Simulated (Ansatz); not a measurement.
System: isotetrasilanyl anion, Si4H9, net charge -1, singlet state. It need not be the lowest isomer of its formula. SMILES: [SiH3][Si-]([SiH3])[SiH3]
Geometry from a B3LYP-D3(BJ)/def2-TZVP (Ansatz, an electronic-structure program) optimisation:
```xyz
13

Si    -0.2304     1.8849     0.6020
Si    -0.1374     0.1795    -1.0241
Si     1.8446    -0.7397    -0.1363
Si    -1.5218    -1.2660     0.2232
H      0.7726     2.9724     0.3497
H     -0.0222     1.5416     2.0485
H     -1.5442     2.6102     0.5972
H      3.0550     0.0855    -0.4624
H      2.1662    -2.0830    -0.7232
H      1.9591    -0.9645     1.3434
H     -1.2554    -1.4670     1.6868
H     -1.5367    -2.6619    -0.3277
H     -2.9647    -0.8556     0.1805
```
Charge -1, spin multiplicity 1.

Quantity: vertical ionisation energy (to the doublet state of charge +0; each state is the SCF solution reached for its spin; the molecule has degenerate orbitals, so one determinant may break the symmetry), in eV. Cores are frozen in the correlated levels unless marked. UHF or UKS for open shells. No spin-orbit coupling. No relativistic terms. Anions need diffuse functions: aug- sets have them; def2-D sets add few. Basis-set limits of correlation are two-point, X^-3; Hartree-Fock from the larger set. [CCSD(T)-MP2]/basis is that difference in the basis named.

RI-MP2/CBS(aug-cc-pV(T+d)Z,aug-cc-pV(Q+d)Z)+[CCSD(T)-MP2]/aug-cc-pV(T+d)Z (Ansatz) gives 3.30 eV.

Another calculation gave 3.01 eV. Which level was it?
(A) wB97X-V/def2-TZVPD (Ansatz)
(B) BHLYP/def2-TZVPD (Ansatz)
(C) SVWN5/def2-TZVPD (Ansatz)

B, BHLYP/def2-TZVPD (Ansatz). The others give 3.14 (wB97X-V), 3.28 (SVWN5) eV.
